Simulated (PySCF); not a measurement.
HgI, SMILES [I][Hg] (connectivity only; charge and spin as stated), neutral, multiplicity 2.

Geometry optimised at PBE0-D3(BJ)/def2-TZVP. The spin state was assumed, not searched. The def2 effective core potentials stand for the cores of Hg, I; spin–orbit coupling is left out.

Two levels are set side by side: PBE/def2-TZVPD (PySCF) and B3LYP/def2-TZVPD (PySCF). Same geometry, gas phase. Differences are taken from unrounded values.

| quantity | PBE |
|---|---|
| α-spin orbital gap (eV) | 4.38 |
| β-spin orbital gap (eV) | 1.13 |
| dipole moment (D) | 2.03 |
| mean polarisability (bohr³) | 77.8 |

Problem. These are the PBE values. What does B3LYP give? (Estimate from the structure and the level; the computed values follow.)

Solution. 
```csv
quantity,B3LYP,PBE minus B3LYP
α-spin orbital gap (eV),5.48,-1.10
β-spin orbital gap (eV),2.49,-1.37
dipole moment (D),2.16,-0.13
mean polarisability (bohr³),77.9,0.0
```

Rough cost on one machine, each run with all the roots and properties that it gave: B3LYP against PBE about 1/3.
